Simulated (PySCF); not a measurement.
PySCF input file for GeH7NSi, SMILES [SiH3][NH][GeH3], C-PCM-ωB97X/def2-SVP. Geometry: B3LYP-D3(BJ)/def2-SVP. This is a generated structure with no PubChem entry under its InChIKey; it may be hypothetical.

```python
import numpy as np
from pyscf import gto, scf, dft
from pyscf.solvent import pcm

mol = gto.M(
    atom='''
    Si    2.06157010    0.27254142    0.24632448
    N     0.61703882   -0.32108351   -0.51832375
    Ge   -1.14172737   -0.06756896   -0.00860792
    H     3.16026265   -0.73275043    0.12366397
    H     2.58100243    1.55671409   -0.32440374
    H     1.74446450    0.50669017    1.68408368
    H     0.72577094   -0.71332087   -1.45122798
    H    -1.94025695   -1.33778301   -0.37059606
    H    -1.78725085    1.14713057   -0.71861802
    H    -1.12996995    0.16753088    1.51227495
    ''',
    basis='def2-SVP',
    charge=0,
    spin=0,
    max_memory=1600,
    verbose=3,
)
mf = dft.RKS(mol, xc='wb97x').density_fit(auxbasis='def2-universal-jkfit')
mf.grids.level = 3
mf.conv_tol = 1e-9
mf.max_cycle = 100
mf.kernel()
res = {}
for name, eps in {'water': 78.355, 'ethylethanoate': 5.9867, 'methanol': 32.613}.items():
    s = mf.PCM()
    s.with_solvent.method, s.with_solvent.eps, s.with_solvent.lebedev_order = 'C-PCM', eps, 29
    s.kernel(mf.make_rdm1())
    res[name] = (s.e_tot, eps, s.dip_moment(), s.mo_energy, s.converged)
    print(f'{name}: electrostatic solvation free energy {(s.e_tot - mf.e_tot) * 627.509474:.3f} kcal/mol')
```

It prints:

```
converged SCF energy = -2425.0965012634

WARN: PCM is an experimental feature. It is still in testing.
Features and APIs may be changed in the future.

converged SCF energy = -2425.0991466496
Dipole moment(X, Y, Z, Debye): -0.66786, -0.42738, -0.99840
water: electrostatic solvation free energy -1.660 kcal/mol

WARN: PCM is an experimental feature. It is still in testing.
Features and APIs may be changed in the future.

converged SCF energy = -2425.09869731483
Dipole moment(X, Y, Z, Debye): -0.64677, -0.40904, -0.95016
ethylethanoate: electrostatic solvation free energy -1.378 kcal/mol

WARN: PCM is an experimental feature. It is still in testing.
Features and APIs may be changed in the future.

converged SCF energy = -2425.09909370595
Dipole moment(X, Y, Z, Debye): -0.66535, -0.42516, -0.99254
methanol: electrostatic solvation free energy -1.627 kcal/mol
```

The run converged.
